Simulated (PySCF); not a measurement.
CH₂Cl, SMILES [CH2]Cl (connectivity only; charge and spin as stated), charge +1, multiplicity 1. Atoms are numbered in the order given.

```xyz
4

C      0.0000     0.0000    -1.0446
Cl     0.0000     0.0000     0.5545
H      0.0000     0.9601    -1.5792
H      0.0000    -0.9601    -1.5792
```
Charge +1, spin multiplicity 1.

Geometry: PBE-D3(BJ)/def2-TZVP. The spin state was assumed, not searched. The isomer is the one that the SMILES or the coordinates give; other isomers of the formula were not compared.

Computed with M06-2X/def2-TZVPD (PySCF).

The molecule is in vacuum.

Problem. Estimate the frontier levels, gap, dipole moment and polarisability. (The exact figures need the calculation; the answer reports its results.)

Solution. 
```yaml
highest_occupied_level: -18.19 eV
lowest_empty_level: -10.11 eV
orbital_gap: 8.07 eV
dipole_moment_about_the_centre_of_nuclear_charge: 2.86 D
mean_static_polarisability: 21.6 bohr³ (3.20 Å³)
polarisability_principal_values: 15.9, 18.6, 30.3 bohr³
```
